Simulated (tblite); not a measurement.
Isomers of C3H8OSi. Method: GFN2-xTB as coded in tblite; computed harmonic values from a numerical Hessian at the method's own geometry, unscaled. Against measured fundamentals such values can be off by several per cent, at times by over 20. Modes of hydrogen on silicon can be 10 to 20 % off. One conformer each.

Electronic energies: GFN2-xTB at the same geometries; isomer energies are rough at this level and their order can be wrong.

```csv
SMILES,"electronic energy, lowest = 0 (kcal/mol)"
C=CCO[SiH3],8.3
C[C@H]1OC[SiH2]1,45.7
[SiH3]OC1CC1,0.0
```

Question: How do GFN2-xTB zero-point energies change the relative energies?

Answer: 
```tsv
SMILES	ZPE (kcal/mol)	of it from modes above 1550 cm⁻¹	electronic (kcal/mol)	with ZPE, lowest = 0 (kcal/mol)	lowest mode (cm⁻¹)	rings
[SiH3]OC1CC1	62.0	31.8	0.0	0.0	40	1
C=CCO[SiH3]	60.9	33.7	8.3	7.2	31	0
C[C@H]1OC[SiH2]1	62.9	32.0	45.7	46.6	71	1
```

The zero-point energies span 2.0 kcal/mol, from `C=CCO[SiH3]` to `C[C@H]1OC[SiH2]1`. The order is unchanged.

Question: What do entropy and thermal enthalpy add at 298.15 K and 1 bar (rigid rotor, harmonic oscillator, one conformer each)?

Answer: 
```csv
SMILES,point group,symmetry number,S (cal/(mol K)),H − H(0) (kcal/mol),ZPE + H − H(0) − TS (kcal/mol)
[SiH3]OC1CC1,C1,1,81.4,4.82,42.5
C=CCO[SiH3],C1,1,86.0,5.31,40.5
C[C@H]1OC[SiH2]1,C1,1,79.0,4.72,44.1
```
